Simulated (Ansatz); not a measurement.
`BN[Si](C)(O)F` → `NC(F)([SiH3])BO`  (isomerisation)

Program: Ansatz. Geometries: PBE0-D4/def2-TZVP. ΔE: electronic, gas phase. CCSD(T)/CBS is the MP2 limit (def2-TZVPP, def2-QZVPP) plus CCSD(T) − MP2 in def2-TZVPP, frozen cores. DFT in def2-TZVPP. Each species was taken in one conformer, which may not be the lowest.

```tsv
level	ΔE (kJ/mol)	difference from CCSD(T)/CBS
PBE0-D4	452.6	-28.4
ωB97X-V	457.6	-23.4
ωB97M-V	467.7	-13.3
B2PLYP	474.3	-6.7
r2SCAN	466.4	-14.6
HF/def2-TZVPP	496.2	15.2
MP2/def2-TZVPP	491.4	10.4
CCSD/def2-TZVPP	479.1	-1.9
MP2/def2-QZVPP	497.3	16.3
MP2/CBS(def2)	499.2	18.2
CCSD(T)/CBS	481.0	0
```

Largest T1 diagnostic among the species: 0.013.

From PBE to PBE0 (25 % exact exchange), in def2-TZVPP and without D4, ΔE moves by +21.7 kJ/mol. In def2-TZVPP, CCSD(T) changes the Hartree–Fock value by −22.9 kJ/mol (the triples alone add −5.8 kJ/mol) and MP2 by −4.8 kJ/mol.
